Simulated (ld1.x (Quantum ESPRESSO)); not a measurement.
## Varying the TM semilocal potential for silver

Base potential:

- Element: silver (Ag)
- Generator: ld1.x (Quantum ESPRESSO) 7.5
- Type: norm-conserving Troullier–Martins (semilocal form)
- Functional: revPBE
- Relativity: scalar-relativistic
- Frozen core: [Ar] 3d10
- Valence charge: 19
- Reference configuration: 4s2 4p6 4d10 5s0.5 5p0.5
- Partial waves: 4s (bound): rc 1.05 bohr; 4d (bound): rc 2.00 bohr; 4p (bound): rc 1.40 bohr
- Local potential: the p channel
- Core correction: none

Occupied shells without a wave of their own: 5p, 5s. They enter only through the test configuration that unscreens the potential.

All-electron outer shells of the reference configuration (revPBE, scalar-relativistic, ld1.x):

| shell | level (eV) | outermost node (bohr) | outermost maximum (bohr) |
| --- | --- | --- | --- |
| 3p | -558.49 | 0.15 | 0.32 |
| 3d | -359.45 | – | 0.27 |
| 4s | -96.10 | 0.44 | 0.82 |
| 4p | -59.63 | 0.44 | 0.88 |
| 4d | -8.48 | 0.43 | 1.04 |
| 5s | -5.04 | 1.11 | 2.46 |
| 5p | -1.20 | 1.25 | 3.71 |

Cutoffs, loose and tight: the cutoffs (Ry, on a coarse ladder) from which the occupation-weighted sum of valence levels, in a spherical-Bessel basis at the reference potential, stays within 10 and 1 mRy of its value at 400 Ry. They do not see the model core or the augmentation charge, which bear on the density cutoff. Test errors are all-electron minus pseudo excitation energies from the reference, over the configurations 4s2 4p6 4d10 5s1 5p0; 4s2 4p6 4d10 5s0 5p0; 4s2 4p6 4d9 5s0 5p0; 4s2 4p6 4d7 5s0 5p0; 4s2 4p6 4d8 5s0 5p0; 4s2 4p5 4d10 5s1 5p0; 4s2 4p6 4d10 5s0.5 5p0. A dash means not determined; rows that change the core or the reference have their own tests.

In the semilocal form every listed channel keeps its own potential, so the choice of the local channel does not act on these tests. It acts once the file is put into the separable form.

A semilocal file is local in each channel, so a ghost entry of none says nothing of the separable form that plane-wave codes build from it.

On the changes marked as counting shells twice: ld1.x takes every shell without a wave as core, so the model core holds the marked electrons as well and exchange and correlation see them twice. This cancels in the reference configuration, but the file is broken for other ones, and its errors say nothing about a proper core correction.

```tsv
change	outcome	cutoff, loose	cutoff, tight	bound ghosts	largest test error (meV)
base	generated	140 Ry	230 Ry	none	-537
wave 4d (bound): rc 2.00 bohr becomes 4d (bound): rc 3.04 bohr	generated	140 Ry	230 Ry	none	-556
core correction a·sin(br)/r model core inside 0.46 bohr (5p, 5s counted twice)	generated	140 Ry	230 Ry	none	-774
reference 4s2 4p6 4d10 5s1 5p0	generated	140 Ry	230 Ry	none	-583
wave 4p (bound): rc 1.40 bohr becomes 4p (bound): rc 1.46 bohr	generated	140 Ry	230 Ry	none	-595
form changed from semilocal to separable (Kleinman–Bylander), still TM; local potential the d channel	generated	140 Ry	230 Ry	none	-55
functional BP86	generated	140 Ry	230 Ry	none	-514
```
